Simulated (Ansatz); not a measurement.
Geometry optimisation, RKS PBE-D4/def2-SVP (Ansatz 0.2.0).

Input:

```yaml
crystal:
  periodic: [false, false, false]
  atoms:
    - { symbol: Zn, position_ang: [-0.302265, -0.086304, 0.110214] }
    - { symbol: O, position_ang: [-0.285938, -0.080769, 1.89785] }
    - { symbol: H, position_ang: [-1.132566, -0.33936, 2.303415] }
    - { symbol: Cl, position_ang: [-0.206734, -0.057311, -1.992488] }
    - { symbol: H, position_ang: [2.271424, 0.631724, 0.837044] }
    - { symbol: H, position_ang: [1.782178, 0.48282, 1.348865] }
basis:
  gaussian: { orbitals: def2-SVP }
hamiltonian:
  xc: pbe
  dispersion: d4
relax:
  f_tol: 0.03
  max_steps: 50
output:
  orbitals: {}
```

Run as:

```bash
$ ansatz run input.yaml --threads 1 --pin off --max-ram 2048MiB --backend cpu --events-out ev --progress --plain --runs-dir out
```

Where does it end, and by what steps?

The run converged. After 7 steps the energy has fallen by 0.056 eV; H5 moved furthest, 0.28 Å.

| step | energy less start (eV) | largest force component (eV/Å) | accepted |
| --- | --- | --- | --- |
| 0 | 0.0000 | 1.365 | yes |
| 1 | -0.0485 | 0.108 | yes |
| 2 | -0.0507 | 0.207 | yes |
| 3 | -0.0532 | 0.109 | yes |
| 4 | -0.0547 | 0.050 | yes |
| 5 | -0.0558 | 0.083 | yes |
| 6 | -0.0553 | 0.242 | no |
| 7 | -0.0560 | 0.018 | yes |

```xyz
6
Properties=species:S:1:pos:R:3
Zn -0.249 -0.065 0.217
O -0.389 -0.088 1.997
H -1.259 -0.392 2.315
Cl -0.015 -0.008 -1.881
H 2.166 0.602 0.575
H 1.871 0.502 1.282
```

Whether the end is a true minimum wasn't checked by a vibrational analysis.

The run took 10 s on 1 thread of Intel(R) Xeon(R) 6975P-C (Granite Rapids), on a shared host, peak memory 0.16 GiB.
